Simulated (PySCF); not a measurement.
Compound: C₃H₇NSi.
Structure used (PBE0-D3(BJ)/def2-SVP), in Å, numbered top down from 1:
```xyz
12
C3H7NSi angstrom
C      2.7441   -0.5549    0.1582
C      1.3619   -0.1199    0.0738
C      0.2028    0.2549    0.0007
Si    -1.5586    0.7770   -0.0797
N     -2.7142   -0.4346    0.3586
H      3.3140   -0.2346   -0.7280
H      2.8109   -1.6523    0.2231
H      3.2380   -0.1340    1.0479
H     -1.8486    1.1924   -1.4825
H     -1.7356    1.9261    0.8547
H     -2.8225   -1.2379   -0.2520
H     -2.7522   -0.7312    1.3283
```

The calculation used PySCF, PBE0-D3(BJ)/def2-SVP geometry optimisation, gas phase.

Take the most abundant isotopes and a rigid rotor. The values belong to one conformer with, in the numbering `[CH3:1][C:2]#[C:3][SiH2:4][NH2:5]`, C3–Si4–N5–H -68° and 69°.

Problem. What are A, B and C (cm⁻¹)?

Solution. Ia = 36.22, Ib = 336.86, Ic = 361.05 u·Å²; 505379 MHz·u·Å²/I gives 13952, 1500 and 1400 MHz, that is A = 0.46540, B = 0.05004, C = 0.04669 cm⁻¹.

Problem. What kind of rotor is it?

Solution. A near-prolate asymmetric top; Ray's κ = -0.984.

Problem. What does the inertial defect say?

Solution. Not planar: Δ = Ic − Ia − Ib = -12.04 u·Å². For a rigid frame Δ = −2 Σ m c², so Σ m c² = 6.02 u·Å² lies off the ab plane, practically all of it from hydrogen. The atom farthest from that plane is 1.23 Å away.

Problem. Give the other two planar moments, Paa and Pbb, and the rms extents of the mass along the axes.

Solution. Paa = Σ m a² = (Ib + Ic − Ia)/2 = 330.84 and Pbb = Σ m b² = (Ia + Ic − Ib)/2 = 30.20 u·Å². With the mass M = 85.03 u, the rms extents √(P/M) along a, b and c are 1.97, 0.60, 0.27 Å.

Problem. Predict some low-J microwave lines.

Solution. The dipole components are |μa| = 1.55 D, |μb| = 1.70 D, |μc| = 0.01 D. Intensities carry the squares of the components, which stand as 0.84 : 1.00 : 0.00 (a : b : c). Some lines, for components of 0.1 D or more:

| type | branch | J(Ka,Kc) | MHz | lower level (cm⁻¹) |
| --- | --- | --- | --- | --- |
| a | Q | 2(1,1) ← 2(1,2) | 301 | 0.702 |
| a | Q | 3(1,2) ← 3(1,3) | 603 | 0.987 |
| a | R | 1(0,1) ← 0(0,0) | 2900 | 0.000 |
| a | R | 2(1,2) ← 1(1,1) | 5700 | 0.512 |
| a | R | 2(0,2) ← 1(0,1) | 5799 | 0.097 |
| a | R | 2(1,1) ← 1(1,0) | 5901 | 0.515 |
| a | R | 3(0,3) ← 2(0,2) | 8698 | 0.290 |
| a | R | 3(1,2) ← 2(1,1) | 8850 | 0.712 |
| b | Q | 2(1,1) ← 2(0,2) | 12654 | 0.290 |
| b | Q | 3(1,2) ← 3(0,3) | 12806 | 0.580 |
| b | R | 1(1,1) ← 0(0,0) | 15352 | 0.000 |
| b | R | 2(1,2) ← 1(0,1) | 18152 | 0.097 |
| b | Q | 3(2,1) ← 3(1,2) | 37209 | 1.007 |
| b | Q | 2(2,0) ← 2(1,1) | 37357 | 0.712 |
| b | Q | 2(2,1) ← 2(1,2) | 37657 | 0.702 |
| b | Q | 3(2,2) ← 3(1,3) | 37809 | 0.987 |
| b | R | 2(2,1) ← 1(1,0) | 43257 | 0.515 |
| b | R | 2(2,0) ← 1(1,1) | 43358 | 0.512 |
| b | R | 3(2,2) ← 2(1,1) | 46056 | 0.712 |
| b | R | 3(2,1) ← 2(1,2) | 46361 | 0.702 |
| b | Q | 3(3,0) ← 3(2,1) | 62509 | 2.249 |
| b | Q | 3(3,1) ← 3(2,2) | 62512 | 2.249 |
| b | R | 3(3,1) ← 2(2,0) | 71211 | 1.958 |

No frequency check. Zero-point vibration and centrifugal distortion are left out. A rigid rotor knows nothing of inversion at nitrogen or internal rotation, which can split or shift real lines. Quadrupole hyperfine structure (14N) is left out.

On one thread of an x86-64 server, on a shared host, this took 13 s of wall time. That covers the optimisation of the geometry.
